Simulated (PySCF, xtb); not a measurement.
Mo(O)(NH)(OH)2 (H₃MoNO₃), SMILES [OH][Mo]([OH])(=[O])=[NH], multiplicity 1. Other conformers were not sampled.

Harmonic wavenumbers (cm⁻¹) from GFN2-xTB (xtb 6.7.1) at its own minimum, in rising order: 160, 175, 188, 224, 238, 277, 303, 435, 442, 538, 566, 580, 643, 901, 1004, 3456, 3579, 3585.

Task: What does r2SCAN-D4/def2-SVP (PySCF) give at its own minimum? (Estimate from the structure and the level; the computed values follow.)

Result: 206, 231, 237, 263, 272, 290, 345, 516, 596, 638, 665, 724, 776, 988, 1028, 3569, 3854, 3858. Paired by order, the mean absolute difference is 98 cm⁻¹ and the zero-point energies are 24.7 and 27.2 kcal/mol.
